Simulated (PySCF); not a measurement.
C2H5Si, SMILES [CH2][Si]C (connectivity only; charge and spin as stated), neutral, multiplicity 2.

Geometry optimised at ωB97X-D3(BJ)/def2-TZVP. The isomer is the one that the SMILES or the coordinates give; other isomers of the formula were not compared.

Method: ωB97X-D3(BJ)/def2-TZVP (PySCF).

Frequencies are harmonic and unscaled.

Computed vibrational spectrum:
```tsv
mode	ν (cm⁻¹)	IR (km/mol)	moving atoms (share of kinetic energy)
1	99	0.0	H 85 %
2	222	3.9	H 39 %, C 35 %, Si 25 %
3	352	2.3	H 92 %
4	626	1.4	H 73 %, C 25 %
5	676	16.5	C 51 %, H 27 %, Si 22 %
6	677	55.6	H 82 %, C 18 %
7	801	6.6	H 81 %, C 17 %
8	821	46.2	H 66 %, C 25 %, Si 9 %
9	1018	28.8	C 45 %, Si 37 %, H 19 %
10	1269	5.8	H 81 %, C 19 %
11	1380	10.3	H 82 %, C 18 %
12	1444	10.4	H 95 %
13	1464	9.5	H 96 %
14	3063	2.5	H 97 %
15	3153	0.8	H 91 %, C 9 %
16	3154	1.8	H 94 %
17	3160	1.8	H 91 %, C 9 %
18	3259	0.2	H 90 %, C 10 %
```
